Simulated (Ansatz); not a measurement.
Reaction (cleavage of the Si–B bond): `NB[SiH2]N` + `OBF` → `N[SiH2]OBF` + `BN`

Isolated molecules relaxed with PBE0-D4/def2-TZVP in Ansatz; ΔE leaves out vibrations. CBS: MP2 limit from def2 TZ/QZ plus the TZ coupled-cluster correction, frozen cores. This one scheme is used for every species. DFT in def2-TZVPP. B3LYP here is the variant with VWN-RPA as its local correlation; programs differ in this. One conformer a species, not always the lowest.

`NB[SiH2]N`:

Cartesian coordinates in Å:
```
N 0.872 1.122 1.596
B -0.209 0.479 1.011
Si -0.188 0.041 -0.963
N -0.489 -1.614 -1.397
H 0.912 1.370 2.572
H 1.693 1.399 1.082
H -1.130 0.195 1.729
H -1.231 0.836 -1.676
H 1.143 0.427 -1.532
H 0.077 -2.336 -0.979
H -1.450 -1.917 -1.443
```

`OBF`:

```xyz
5

O    -0.112    0.559   -0.827
B    -0.104    0.007    0.399
F     0.507   -1.158    0.607
H     0.352    0.033   -1.487
H    -0.644    0.559    1.307
```

`N[SiH2]OBF`:

```xyz
10

N     0.969    1.033    1.492
Si    0.693   -0.108    0.266
O    -0.828    0.028   -0.408
B    -1.494   -0.615   -1.374
F    -0.917   -1.622   -2.033
H     1.159    1.998    1.278
H     0.564    0.928    2.407
H     0.790   -1.459    0.862
H     1.675    0.129   -0.816
H    -2.610   -0.311   -1.674
```

`BN`:

Z-matrix (Å, degrees):
```
B
N 1 1.385
H 1 1.197 2 119.0
H 1 1.197 2 119.0 3 -180.0
H 2 1.006 1 123.2 3 -0.0
H 2 1.006 1 123.2 3 180.0
```

Q: Is it downhill or uphill in electronic energy at CCSD(T)/CBS, and by how much? (Best estimate.)

A: The calculation gave: Downhill: ΔE = -137.1 kJ/mol.

Q: What do these levels give: PBE0-D4, PBE, B3LYP, CCSD/def2-TZVPP, MP2/def2-QZVPP, MP2/CBS(def2)? (Estimate.)

A: Ansatz gave: PBE0-D4 -122.6, PBE -114.4, B3LYP -138.1, CCSD/def2-TZVPP -139.3, MP2/def2-QZVPP -144.2, MP2/CBS(def2) -143.9 kJ/mol.

Largest T1 diagnostic among the species: 0.013.

In def2-TZVPP, CCSD(T) changes the Hartree–Fock value by +25.8 kJ/mol (the triples alone add +3.3 kJ/mol) and MP2 by +18.9 kJ/mol. From PBE to PBE0 (25 % exact exchange), in def2-TZVPP and without D4, ΔE moves by −8.4 kJ/mol.
